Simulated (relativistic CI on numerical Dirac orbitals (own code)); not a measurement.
## Radial parameters of N I

Computed by Dirac-Coulomb-Breit CI, separate exchange-only KLI orbitals for each configuration, model QED (radiative potential, 1s self-energy scaled to tabulated hydrogen-like ionisation energies), valence Slater integrals scaled by 0.85, P86 correlation energy added to each configuration (own radial code, finite nucleus).

Slater integrals F^k, G^k are unscaled and averaged over j, outside the closed core 1s2; ζ comes from projecting the Hamiltonian with its Breit term on Σ l·s of the shell.

- 2s2 2p3: F^2(2p,2p) = 62236, ζ(2p) = 71.811 cm⁻¹; <r>(2p) = 1.456, <r^2>(2p) = 2.751 (bohr units).
- 2s2 2p2 3s: F^2(2p,2p) = 71646, ζ(2p) = 92.182, G^1(2p,3s) = 2530.5 cm⁻¹; <r>(2p) = 1.286, <r^2>(2p) = 2.099, <r>(3s) = 5.437, <r^2>(3s) = 34.1 (bohr units).
- 2s 2p4: F^2(2p,2p) = 62223, G^1(2s,2p) = 88602, ζ(2p) = 70.89 cm⁻¹; <r>(2s) = 1.318, <r^2>(2s) = 2.099, <r>(2p) = 1.457, <r^2>(2p) = 2.761 (bohr units).

In this model ζ of a weakly bound d, f or g electron outside closed shells comes out too small, for d by up to a factor of two or three and at times with the wrong sign; that of an outer p electron is too small as well.

For a near-neutral ion this model can misplace configurations by up to about 10,000 cm⁻¹ (more where the count of f electrons changes) and terms by 10 to 25 % of their spread. Rates follow the energies as ν³ (E1, M1) or ν⁵ (E2), so they and the lifetimes can be off by large factors. The fine structure of a lone outer electron comes out too small, for d and f at times inverted, and misplaced configurations move strength between like terms. 40 of the 40 excited levels that our extract of the measured tables holds in this range could be paired (the sources list more); they are missed by 1049 cm⁻¹ on average and 5412 at most, and levels without a partner can miss by more.

Averages of the first 10 configurations, taken without configuration mixing, which lowers the lowest level and can move excited configurations by several eV; other configurations of the list can lie among them:

| Configuration | Parity | States | Average energy above the lowest level (eV) |
| --- | --- | --- | --- |
| 2s2 2p3 | odd | 20 | 2.4 |
| 2s2 2p2 3s | even | 30 | 11.4 |
| 2s 2p4 | even | 30 | 15.5 |
| 2s2 2p2 3p | odd | 90 | 12.7 |
| 2s2 2p2 4s | even | 30 | 13.8 |
| 2s2 2p2 3d | even | 150 | 13.8 |
| 2p5 | odd | 6 | 31.9 |
| 2s2 2p2 4p | odd | 90 | 14.2 |
| 2s2 2p2 4d | even | 150 | 14.6 |
| 2s2 2p2 4f | odd | 210 | 14.8 |
